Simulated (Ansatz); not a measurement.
Si(F)(Br)(OH)(NH2) (BrFH3NOSi), SMILES F[Si](Br)(O)N.

Geometry: PBE0-D3(BJ)/def2-SVP. The structure was generated by enumeration, and PubChem lists no compound with its InChIKey, so it may never have been made. One conformer was computed; it need not be the lowest.

Two levels are set side by side: PBE/def2-SVPD (Ansatz, an electronic-structure program) and CAM-B3LYP/def2-SVPD (Ansatz). Energy differences of separate SCF runs at the same geometry; the states with an electron removed or added have multiplicity 2 and 2. Differences are taken from unrounded values.

```
quantity                           CAM-B3LYP   PBE  PBE minus CAM-B3LYP
---------------------------------  ---------  ----  -------------------
vertical ionisation energy (eV)        10.59  9.94                -0.65
vertical singlet–triplet gap (eV)       6.73  5.93                -0.81
```
